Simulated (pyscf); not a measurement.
# Hydrogen shift: H₃C–C⁺=CH–CH₃ (SMILES C[C+]=CC) → H₂C⁺–CH=CH–CH₃ (SMILES [CH2+]C=CC)

Gas phase, singlet surface, charge 1. Bonds broken: C1–H7. Bonds formed: C2–H7. Single points on ωB97X-D3(BJ)/def2-SVP structures (PySCF, gas phase). Correlated levels are frozen-core, on RHF or UHF. ΔMP2 is the change of the MP2 total energy from the triple- to the quadruple-zeta basis.

Transition state (Å):

```xyz
11

C      0.9220    -0.2934     0.6139
C     -0.1900     0.2705     0.0554
C     -0.6454     2.4005    -1.1550
C     -0.9441     0.9902    -0.7676
H      0.9729    -0.4650     1.7000
H      1.7268    -0.7160    -0.0118
H     -0.5499    -0.7858     0.4927
H     -1.4388     3.0616    -0.7697
H      0.3286     2.7462    -0.7850
H     -1.8815     0.5415    -1.1213
H     -0.6784     2.4725    -2.2546
```

One imaginary mode, 897i cm⁻¹; descent along it reached the two sides named, in the forms told below.

| bond | change | reactant side (Å) | saddle | product side |
|---|---|---|---|---|
| C1–H7 | breaks | 1.117 | 1.557 | 2.136 |
| C2–H7 | forms | 1.981 | 1.199 | 1.094 |

Electronic energies relative to the reactant's lowest minimum found (eV):

```json
[
 {"level": "ωB97X-D3(BJ)/def2-TZVP", "barrier": "0.84", "reaction energy": "-0.79", "reverse barrier": "1.63"},
 {"level": "PBE/def2-TZVP", "barrier": "0.76", "reaction energy": "-0.72", "reverse barrier": "1.48"},
 {"level": "r²SCAN/def2-TZVP", "barrier": "0.81", "reaction energy": "-0.75", "reverse barrier": "1.57"},
 {"level": "B3LYP-D3(BJ)/def2-TZVP", "barrier": "0.81", "reaction energy": "-0.84", "reverse barrier": "1.64"},
 {"level": "PBE0-D3(BJ)/def2-TZVP", "barrier": "0.79", "reaction energy": "-0.78", "reverse barrier": "1.57"},
 {"level": "M06-2X/def2-TZVP", "barrier": "0.82", "reaction energy": "-0.74", "reverse barrier": "1.56"},
 {"level": "ωB97M-D3(BJ)/def2-TZVP", "barrier": "0.84", "reaction energy": "-0.76", "reverse barrier": "1.60"},
 {"level": "HF/def2-TZVP", "barrier": "0.97", "reaction energy": "-0.95", "reverse barrier": "1.92"},
 {"level": "MP2/def2-QZVPP", "barrier": "0.76", "reaction energy": "-0.88", "reverse barrier": "1.64"},
 {"level": "CCSD/def2-TZVPP", "barrier": "0.83", "reaction energy": "-0.81", "reverse barrier": "1.64"},
 {"level": "CCSD(T)/def2-TZVPP", "barrier": "0.79", "reaction energy": "-0.83", "reverse barrier": "1.62"},
 {"level": "CCSD(T)/def2-TZVPP + ΔMP2(QZVPP)", "barrier": "0.79", "reaction energy": "-0.83", "reverse barrier": "1.61"}
]
```

With CCSD(T)/def2-TZVPP + ΔMP2(QZVPP) energies and thermal terms (ideal gas, 1 atm, RRHO with modes under 100 cm⁻¹ raised to 100, one conformer, R ln 2 for chiral ones without a mode under 150 cm⁻¹), in eV:

| T (K) | ΔH‡ | ΔG‡ | ΔH | ΔG |
|---|---|---|---|---|
| 298 | 0.74 | 0.78 | -0.76 | -0.72 |
| 600 | 0.71 | 0.83 | -0.78 | -0.67 |
| 900 | 0.69 | 0.89 | -0.79 | -0.62 |
| 1200 | 0.66 | 0.96 | -0.80 | -0.56 |

On the product side the descent ends in a point that may be a rotor saddle (no frequency run), 0.13 eV over the lowest minimum found and 1.50 eV under the saddle at ωB97X-D3(BJ)/def2-TZVP. One saddle was located; it need not be the lowest between these sides. The CCSD(T) − MP2 part came from Ansatz, without density fitting, on the same reference.
